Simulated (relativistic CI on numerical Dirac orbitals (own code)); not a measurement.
# Cr2+ (3d4) in a crystal field

Calculated by Dirac-Coulomb-Breit CI, KLI orbitals optimised for each configuration, model QED (radiative potential, 1s self-energy scaled to tabulated hydrogen-like ionisation energies), one configuration in a parametric crystal field, unscaled Slater integrals (own radial code). With so little scaling, terms lie 10 to 35 % too far apart, which can change the order of excited levels.

Field parameters in Wybourne normalisation: Td as Oh with Dq negative (B⁴₀ = 21Dq, B⁴₄ = √(5/14) B⁴₀). The field is a parameter set, without covalency.

S is read from ⟨S²⟩ = S(S + 1).

Levels (cm⁻¹, degeneracy): 0 (1), 9 (3), 17 (3), 173 (2), 178 (3), 285 (3), 7777 (1), 7777 (3), 7778 (2), 7778 (3), 7778 (1), 13821 (1).

**Question.** Which field gives this pattern?
A. Td, 10Dq = -2400 cm⁻¹
B. Td, 10Dq = -3100 cm⁻¹
C. Td, 10Dq = -7650 cm⁻¹

**Answer.** C. Td, 10Dq = -7650 cm⁻¹, ground level with S = 2.00.
